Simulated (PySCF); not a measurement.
Static response to an electric field

Species: C3H10ClPSi2.
SMILES with atom numbers: `[CH2:1]=[C:2]([CH3:3])[SiH2:4][PH:5][SiH2:6][Cl:7]` (hydrogens: H8, H9 on C1; H10, H11, H12 on C3; H13, H14 on Si4; H15 on P5; H16, H17 on Si6)

Cartesian coordinates in Å at the GFN2-xTB level; atoms count from 1:
```xyz
17
C3H10ClPSi2 angstrom
C     -1.072    0.621    1.485
C     -1.314    0.255    0.234
C     -2.420    0.864   -0.569
Si    -0.291   -1.082   -0.620
P      1.478   -1.542    0.680
Si     2.930    0.042    0.084
Cl     2.396    1.755    0.992
H     -1.654    1.377    1.992
H     -0.271    0.179    2.059
H     -2.970    1.602    0.010
H     -3.110    0.090   -0.902
H     -2.017    1.345   -1.459
H      0.093   -0.636   -1.971
H     -1.043   -2.337   -0.759
H      2.010   -2.482   -0.177
H      2.995    0.312   -1.354
H      4.253   -0.352    0.565
```

Level: CAM-B3LYP/def2-SVPD (PySCF), static field, nuclei fixed, core orbitals frozen in the response. The polarisability tensor in these axes (au):

```
x   140.41  -1.90   6.98
y    -1.90 123.84   7.51
z     6.98   7.51 118.73
```

Give the principal values, the mean and the anisotropy Δα = √{½[(α1 − α2)² + (α2 − α3)² + (α1 − α3)²]}.

Principal values 111.73, 128.79 and 142.47 au; mean 127.66 au = 18.92 Å³ = 21.05 × 10⁻⁴⁰ C²·m²/J; Δα = 26.67 au (21 % of the mean).

What is the dipole moment, and where does it point?

(-0.58, -0.48, -1.09) D, 1.32 D in size, pointing from the negative to the positive side. Measured along this direction, the outermost atoms are Cl7 at the negative end and H11 at the positive end.

Rayleigh depolarisation ratio (linearly polarised light, static tensor)?

ρ = 3Δα²/(45ᾱ² + 4Δα²) = 2134.2/(733402 + 2845.6) = 0.0029.

Form Σ f/ω² (atomic units) for the 8 lowest TDDFT singlets, given as eV and f, and set it beside the mean polarisability, which is this sum over all singlets: 6.05, 0.0194; 6.42, 0.0368; 6.50, 0.0174; 6.73, 0.0648; 6.79, 0.0332; 6.84, 0.1097; 6.97, 0.0056; 7.04, 0.0421.

They add up to 5.41 au, 4.2 % of the 127.66 au; the largest single term is 1.74 au, from the state at 6.84 eV. Terms in order: 0.39, 0.66, 0.30, 1.06, 0.53, 1.74, 0.09, 0.63 au. Higher excitations give the rest. The strengths listed sum to 0.329.

Traceless (Buckingham) quadrupole moment about the centre of nuclear charge: eigenvalues?

-6.27, -1.86, 8.14 D·Å. The values depend on the origin, since the dipole doesn't vanish. The electronic extent ⟨r²⟩ about the same centre is 1927 bohr², a root-mean-square distance of 2.48 Å for the 88 electrons.

What would n − 1 = 2πNα be for an ideal gas of these molecules at 400 K and 1 atm, electronic part alone?

N = p/kT = 1.8347 × 10¹⁹ cm⁻³, so n − 1 = 2π × N × 18.92 × 10⁻²⁴ cm³ = 2181 × 10⁻⁶ at long wavelengths, for an ideal gas.

Directions of the eigenvectors, and the extent of the frame along each?

Largest value along (0.96, 0.02, 0.29), where the nuclei span 7.46 Å; middle along (-0.17, 0.84, 0.51), 4.98 Å; least along (-0.23, -0.54, 0.81), 3.60 Å. The response follows the extents in order.

Isolated species at its GFN2-xTB geometry (one conformer only).
